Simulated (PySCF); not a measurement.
HClOPb (SMILES [OH][Pb][Cl]), singlet, geometry from GFN2-xTB (such geometries of metal compounds can be far from the true shape) (core potentials on Pb), with bond 2-1 at 1.8 times its length; CASSCF(2,2)/def2-SVP run with PySCF.

Input for PySCF:
```python
from pyscf import gto, scf, mcscf
import numpy

mol = gto.M(
    atom='''
Pb   -0.011427   -0.166387    0.369869
Cl    0.880612    3.128434   -2.497976
O    -0.774196   -1.529718   -1.078538
H    -1.099926   -2.407710   -0.903527
''',
    basis='def2-svp',
    ecp={'Pb': 'def2-svp'},
    charge=0,
    spin=0,
    verbose=4,
)

mf = scf.RHF(mol)
mf.kernel()
mc = mcscf.CASSCF(mf, 2, 2)
mc.fix_spin_(ss=0.0)
mc.kernel()
occ = numpy.linalg.eigvalsh(mc.fcisolver.make_rdm1(mc.ci, mc.ncas, mc.nelecas))[::-1]
ss = mc.fcisolver.spin_square(mc.ci, mc.ncas, mc.nelecas)[0]
print('natural occupations', occ.round(4), ' <S^2>', round(ss, 4))
```

What the program printed (banner, timings and long lists left out):

```
PySCF version 2.14.0

[INPUT] verbose = 4
[INPUT] num. atoms = 4
[INPUT] num. electrons = 48
[INPUT] charge = 0
[INPUT] spin (= nelec alpha-beta = 2S) = 0
[INPUT] symmetry False subgroup None
[INPUT] Mole.unit = angstrom
[INPUT] Symbol           X                Y                Z      unit          X                Y                Z       unit  Magmom
[...]
nuclear repulsion = 112.184564934195
number of shells = 27
number of NR pGTOs = 128
number of NR cGTOs = 63
basis = def2-svp
ecp = {'Pb': 'def2-svp'}

******** <class 'pyscf.scf.hf.RHF'> ********
method = RHF
initial guess = minao
damping factor = 0
level_shift factor = 0
DIIS = <class 'pyscf.scf.diis.CDIIS'>
diis_start_cycle = 1
diis_space = 8
diis_damp = 0
SCF conv_tol = 1e-09
SCF conv_tol_grad = None
SCF max_cycles = 50
direct_scf = True
direct_scf_tol = 1e-13
Set gradient conv threshold to 3.16228e-05
Initial guess from minao.
init E= -701.723382121716
[...]
cycle= 1 E= -726.204804537552  delta_E= -24.5  |g|= 1.14  |ddm|= 12.8
[...]
cycle= 2 E= -726.471812266591  delta_E= -0.267  |g|= 0.369  |ddm|= 2.57
[...]
cycle= 3 E= -726.492820352298  delta_E= -0.021  |g|= 0.103  |ddm|= 0.451
[...]
cycle= 4 E= -726.494794179062  delta_E= -0.00197  |g|= 0.0384  |ddm|= 0.106
[...]
cycle= 5 E= -726.495149250867  delta_E= -0.000355  |g|= 0.00664  |ddm|= 0.0351
[...]
cycle= 6 E= -726.495180272606  delta_E= -3.1e-05  |g|= 0.00244  |ddm|= 0.0173
[...]
cycle= 7 E= -726.495187090137  delta_E= -6.82e-06  |g|= 0.000791  |ddm|= 0.00816
[...]
cycle= 8 E= -726.495188161848  delta_E= -1.07e-06  |g|= 0.000184  |ddm|= 0.00354
[...]
cycle= 9 E= -726.495188219429  delta_E= -5.76e-08  |g|= 6.77e-05  |ddm|= 0.00082
[...]
cycle= 10 E= -726.495188232971  delta_E= -1.35e-08  |g|= 2.83e-05  |ddm|= 0.000424
[...]
cycle= 11 E= -726.495188236765  delta_E= -3.79e-09  |g|= 1.5e-05  |ddm|= 0.000229
[...]
cycle= 12 E= -726.495188238071  delta_E= -1.31e-09  |g|= 7.17e-06  |ddm|= 0.000156
[...]
cycle= 13 E= -726.495188238381  delta_E= -3.1e-10  |g|= 2.59e-06  |ddm|= 8.96e-05
[...]
Extra cycle  E= -726.495188238392  delta_E= -1.01e-11  |g|= 1.71e-06  |ddm|= 9.38e-06
converged SCF energy = -726.495188238392

******** <class 'pyscf.mcscf.mc1step.CASSCF'> ********
CAS (1e+1e, 2o), ncore = 23, nvir = 38
max_cycle_macro = 50
max_cycle_micro = 4
conv_tol = 1e-07
conv_tol_grad = None
orbital rotation max_stepsize = 0.02
orbital rotation threshold for CI restart = 0.01
augmented hessian ah_max_cycle = 30
augmented hessian ah_conv_tol = 1e-12
augmented hessian ah_linear dependence = 1e-14
augmented hessian ah_level shift = 1e-08
augmented hessian ah_start_tol = 2.5
augmented hessian ah_start_cycle = 3
augmented hessian ah_grad_trust_region = 3
kf_trust_region = 3
kf_interval = 4
ci_response_space = 4
ci_grad_trust_region = 3
with_dep4 0
natorb = False
canonicalization = True
sorting_mo_energy = False
ao2mo_level = 2
internal_rotation = False
******** <class 'pyscf.fci.addons.SpinPenaltyFCISolver'> ********
max. cycles = 50
conv_tol = 1e-08
davidson only = True
linear dependence = 1e-12
level shift = 0.001
max iter space = 12
nroots = 1
pspace_size = 400
spin = None
CASCI E = -726.495193631362  S^2 = 0.0000000
Set conv_tol_grad to 0.000316228
macro iter   1 (  6 JK    1 micro), CASSCF E = -726.495193971160  dE = -3.39798362e-07  S^2 = 0.0000000
               |grad[o]|=3.5e-05  |grad[c]|=0.000298  |ddm|=1.77e-06  |maxRot[o]|=0.0446
macro iter   2 (  6 JK    1 micro), CASSCF E = -726.495194481181  dE = -5.10020982e-07  S^2 = 0.0000000
               |grad[o]|=8.4e-05  |grad[c]|=0.0018  |ddm|=8.57e-07  |maxRot[o]|=0.0513
macro iter   3 (  7 JK    2 micro), CASSCF E = -726.495194857120  dE = -3.75938725e-07  S^2 = 0.0000000
               |grad[o]|=0.000171  |grad[c]|=0.000493  |ddm|=5.46e-06  |maxRot[o]|=0.0363
macro iter   4 (  7 JK    2 micro), CASSCF E = -726.495195755916  dE = -8.98795861e-07  S^2 = 0.0000000
               |grad[o]|=0.000217  |grad[c]|=0.00214  |ddm|=8.81e-05  |maxRot[o]|=0.0608
[...]
macro iter  17 (  7 JK    2 micro), CASSCF E = -726.495611504304  dE = -1.41744204e-04  S^2 = 0.0000000
               |grad[o]|=0.000791  |grad[c]|=0.00396  |ddm|=0.000368  |maxRot[o]|=0.0699
macro iter  18 (  7 JK    2 micro), CASSCF E = -726.495790971488  dE = -1.79467184e-04  S^2 = 0.0000000
               |grad[o]|=0.00096  |grad[c]|=0.00291  |ddm|=0.000467  |maxRot[o]|=0.0699
macro iter  19 (  7 JK    2 micro), CASSCF E = -726.495949592217  dE = -1.58620729e-04  S^2 = 0.0000000
               |grad[o]|=0.0011  |grad[c]|=0.000727  |ddm|=0.000516  |maxRot[o]|=0.0699
macro iter  20 (  7 JK    2 micro), CASSCF E = -726.496085585380  dE = -1.35993163e-04  S^2 = 0.0000000
               |grad[o]|=0.00118  |grad[c]|=0.00218  |ddm|=0.000661  |maxRot[o]|=0.0699
macro iter  21 (  7 JK    2 micro), CASSCF E = -726.496216027216  dE = -1.30441836e-04  S^2 = 0.0000000
               |grad[o]|=0.00122  |grad[c]|=0.00268  |ddm|=0.000562  |maxRot[o]|=0.0699
macro iter  22 ( 21 JK    4 micro), CASSCF E = -726.496549935346  dE = -3.33908129e-04  S^2 = 0.0000000
               |grad[o]|=0.00129  |grad[c]|=0.0213  |ddm|=0.00161  |maxRot[o]|= 0.16
macro iter  23 ( 12 JK    3 micro), CASSCF E = -726.496886929165  dE = -3.36993820e-04  S^2 = 0.0000000
               |grad[o]|=0.00257  |grad[c]|=0.011  |ddm|=0.00298  |maxRot[o]|=0.113
macro iter  24 ( 21 JK    4 micro), CASSCF E = -726.498975341067  dE = -2.08841190e-03  S^2 = 0.0000000
               |grad[o]|=0.00237  |grad[c]|=0.0172  |ddm|=0.00195  |maxRot[o]|=0.298
macro iter  25 ( 21 JK    4 micro), CASSCF E = -726.506022452074  dE = -7.04711101e-03  S^2 = 0.0000000
               |grad[o]|=0.00579  |grad[c]|=0.0317  |ddm|=0.00565  |maxRot[o]|=0.307
macro iter  26 ( 21 JK    4 micro), CASSCF E = -726.513020757001  dE = -6.99830493e-03  S^2 = 0.0000000
               |grad[o]|=0.013  |grad[c]|=0.0334  |ddm|=0.00945  |maxRot[o]|=0.279
macro iter  27 ( 21 JK    4 micro), CASSCF E = -726.514406666009  dE = -1.38590901e-03  S^2 = 0.0000000
               |grad[o]|=0.0114  |grad[c]|=0.0215  |ddm|=0.00378  |maxRot[o]|=0.098
macro iter  28 ( 21 JK    4 micro), CASSCF E = -726.514616663928  dE = -2.09997919e-04  S^2 = 0.0000000
               |grad[o]|=0.00662  |grad[c]|=0.0147  |ddm|=0.00139  |maxRot[o]|=0.0461
macro iter  29 ( 21 JK    4 micro), CASSCF E = -726.514587517701  dE =  2.91462264e-05  S^2 = 0.0000000
               |grad[o]|=0.00325  |grad[c]|=0.0106  |ddm|=0.00279  |maxRot[o]|=0.00855
macro iter  30 ( 20 JK    4 micro), CASSCF E = -726.514770664942  dE = -1.83147241e-04  S^2 = 0.0000000
               |grad[o]|=0.00265  |grad[c]|=0.00164  |ddm|=0.000358  |maxRot[o]|=0.0543
macro iter  31 ( 14 JK    4 micro), CASSCF E = -726.514793641966  dE = -2.29770244e-05  S^2 = 0.0000000
               |grad[o]|=0.00147  |grad[c]|=0.00216  |ddm|=0.000231  |maxRot[o]|=0.011
macro iter  32 ( 10 JK    4 micro), CASSCF E = -726.514808898897  dE = -1.52569303e-05  S^2 = 0.0000000
               |grad[o]|=0.000928  |grad[c]|=0.00114  |ddm|=0.000194  |maxRot[o]|=0.0144
macro iter  33 (  6 JK    2 micro), CASSCF E = -726.514813111940  dE = -4.21304287e-06  S^2 = 0.0000000
               |grad[o]|=0.000487  |grad[c]|=0.000174  |ddm|=0.000132  |maxRot[o]|=0.00847
macro iter  34 (  6 JK    1 micro), CASSCF E = -726.514813355560  dE = -2.43620320e-07  S^2 = 0.0000000
               |grad[o]|=0.000153  |grad[c]|=7.1e-05  |ddm|=4.47e-05  |maxRot[o]|=0.00257
macro iter  35 (  3 JK    1 micro), CASSCF E = -726.514813357172  dE = -1.61230673e-09  S^2 = 0.0000000
               |grad[o]|=6.06e-05  |grad[c]|=2.23e-05  |ddm|=2.2e-05  |maxRot[o]|=7.03e-05
1-step CASSCF converged in  35 macro (363 JK  87 micro) steps
CASSCF canonicalization
Density matrix diagonal elements [1.9817499 0.0182501]
CASSCF energy = -726.514813357172
CASCI E = -726.514813357172  E(CI) = -2.44901652755880  S^2 = 0.0000000
natural occupations [1.9818 0.0182]  <S^2> 0.0
```
